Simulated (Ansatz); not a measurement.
Start from `FC1CCO1` and change one atom or group to get `IC1CCO1`.

Ansatz, PBE0-D4/def2-TZVP geometries, multiplicity 1. 

Elements past krypton have def2 core potentials.

```tsv
property	`FC1CCO1`
LUMO energy (PBE0/def2-TZVPP) / eV	1.39
size of the dipole moment (PBE/def2-TZVPP) / D	2.56
HOMO–LUMO gap (PBE/def2-TZVPP) / eV	7.15
HOMO–LUMO gap (ωB97M-V/def2-TZVPP) / eV	13.43
LUMO energy (ωB97M-V/def2-TZVPP) / eV	2.82
LUMO energy (B3LYP/def2-TZVPP) / eV	1.01
```

(1) Give the same properties after the change, and the shifts. (Estimate.)

## Answers

(1) Ansatz gave: 
```tsv
property	`IC1CCO1`	shift
LUMO energy (PBE0/def2-TZVPP) / eV	-0.85	-2.24
size of the dipole moment (PBE/def2-TZVPP) / D	3.08	0.52
HOMO–LUMO gap (PBE/def2-TZVPP) / eV	4.26	-2.89
HOMO–LUMO gap (ωB97M-V/def2-TZVPP) / eV	10.44	-2.99
LUMO energy (ωB97M-V/def2-TZVPP) / eV	1.10	-1.72
LUMO energy (B3LYP/def2-TZVPP) / eV	-1.10	-2.11
```

With PBE0 the HOMO rises by 1.03 eV and the LUMO falls by 2.24 eV, so the gap narrows by about 3.27 eV. PBE moves the HOMO by 0.58 eV and ωB97M-V by 1.26 eV. Dipoles are sizes alone; their direction can turn.

B3LYP here is the variant with VWN-RPA as its local correlation; programs differ in this.

Spin–orbit coupling is left out; it splits and shifts lone-pair levels of the heavy atoms by tenths of an eV.
